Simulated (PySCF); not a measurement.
Ga(Cl)2(SeH) (Cl2GaHSe), SMILES [Cl][Ga]([Cl])[SeH].

The structure is a stationary point at PBE0-D3(BJ)/def2-SVP. The structure was generated by enumeration; whether it is a known compound was not checked. One conformer was computed; it need not be the lowest.

Computed with HF/def2-TZVP run with PySCF.

Symmetry labels are those of the subgroup Cs that the program uses (full group Cs).

Computed valence orbital energies around the gap with their symmetry:
```tsv
orbital	symmetry	energy (eV)
HOMO−7	A'	-14.84
HOMO−6	A'	-13.93
HOMO−5	A'	-13.50
HOMO−4	A"	-13.35
HOMO−3	A"	-12.82
HOMO−2	A'	-12.63
HOMO−1	A'	-11.78
HOMO	A"	-10.49
LUMO	A"	1.60
LUMO+1	A'	1.77
LUMO+2	A'	2.89
LUMO+3	A'	4.34
```
